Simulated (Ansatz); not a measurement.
`Cl[SiH2][S][SbH2]` + NH₃ → `[NH2][SbH2]` + `S[SiH2]Cl` at 298.15 K and 1 bar (ligand exchange at the Sb–S bond).

Program: Ansatz. Geometries: PBE0-D4/def2-TZVP. ΔE: electronic, gas phase. CCSD(T)/CBS is the MP2 limit (def2-TZVPP, def2-QZVPP) plus CCSD(T) − MP2 in def2-TZVPP, frozen cores. This one scheme is used for every species. def2 core potentials past Kr. For Sb outer-core shells are correlated without core-valence functions, which leaves a few kJ/mol of doubt a bond. One conformer a species, not always the lowest.

```
            species  CCSD(T)/CBS energy (Eh)  H − E (kJ/mol)  S (J/(mol·K))
`Cl[SiH2][S][SbH2]`              -1389.13613           113.7          381.2
                NH₃                -56.50880           100.5          192.4
      `[NH2][SbH2]`               -297.10356           115.6          278.3
        `S[SiH2]Cl`              -1148.50980            90.1          304.5
```

H − E and S are ideal-gas, rigid-rotor, harmonic terms from PBE0-D4/def2-TZVP, for one conformer and one mirror image of each species. 1 Eh = 2625.50 kJ/mol, R = 8.31446 J/(mol·K).

Question: By hand: ΔE, ΔH, ΔS and ΔG.

Answer: ΔE = (-297.10356) + (-1148.50980) − (-1389.13613) − (-56.50880) = 0.03157 Eh = 82.9 kJ/mol. Δ(H − E) = 115.6 + 90.1 − 113.7 − 100.5 = -8.5, so ΔH = 74.4 kJ/mol. ΔS = 278.3 + 304.5 − 381.2 − 192.4 = 9.2 J/(mol·K). ΔG = 74.4 − 298.15 × (9.2)/1000 = 71.7 kJ/mol.

Question: By hand: the equilibrium constant, and the temperature at which ΔG would vanish if ΔH and ΔS stayed fixed.

Answer: log₁₀ K = −ΔG/(RT ln 10) = -12.6. ΔG = 0 at ΔH/ΔS = 8087 K, far beyond where these terms or the molecules hold.

The number of gas molecules stays the same, so ΔS is small and ΔH decides. A doubt of 5 kJ/mol in ΔE shifts log₁₀ K by 0.9 here. Other conformers and mirror images would add mixing entropy, several J/(mol·K) or more a flexible species. Modes under 60 cm⁻¹, often nearly free rotors, make the harmonic entropy too high. These are equilibria of isolated gas molecules and say nothing of rates. Largest T1 diagnostic: 0.013 (customary marks: 0.02 for closed shells, 0.045 for open ones).
